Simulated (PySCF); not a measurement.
SnF₃, SMILES [F][Sn]([F])[F], multiplicity 2. Coordinates come from a r2SCAN-D4/def2-SVP optimisation. The spin state was assumed, not searched. The isomer is the one that the SMILES or the coordinates give; other isomers of the formula were not compared. The def2 effective core potentials stand for the cores of Sn; spin–orbit coupling is left out.

Computed with r2SCAN-D4/def2-SVP run with PySCF 2.14.0.

Harmonic wavenumbers (cm⁻¹): 146, 146, 176, 601, 625, 626. Rotational constants (GHz): 4.467, 4.467, 2.801; symmetry number 3.

Question: Work out the zero-point energy and the ideal-gas rigid-rotor harmonic-oscillator thermochemistry at 298.15 K and 1 atm.

Answer: ZPE = ½ Σ hcν = ½ × 2320 cm⁻¹ = 13.88 kJ/mol. H − E(el) = 29.97 kJ/mol. Entropy in J/(mol K): translation 173.21, rotation 100.30, vibration 38.03, spin 5.76, total 317.30. G − E(el) = -64.63 kJ/mol. Cp = 69.54 J/(mol K). Modes under 150 cm⁻¹ make the vibrational entropy uncertain.
